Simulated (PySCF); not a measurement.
H₃OSi, SMILES [O][SiH3], doublet, B3LYP/def2-SVP optimised geometry.

```
5

O     -1.07     1.20     0.00
Si    -0.42    -0.35     0.00
H      1.07    -0.35     0.00
H     -0.93    -0.88    -1.31
H     -0.93    -1.20     1.12
```

Density from PySCF with unrestricted B3LYP/def2-TZVP at that geometry.

Minimum of the electron density along straight lines between bonded atoms, close to the bond critical point (lines longer than 1.1 times the sum of covalent radii, or with two minima, are not listed):

```tsv
bond	length / Å	ρ at the minimum / e bohr⁻³	∇²ρ there / e bohr⁻⁵	position (fraction from the first atom)
O1–Si2	1.679	0.133	0.69	0.59
Si2–H3	1.491	0.122	0.13	0.49
Si2–H4	1.500	0.118	0.13	0.49
Si2–H5	1.491	0.122	0.13	0.49
```
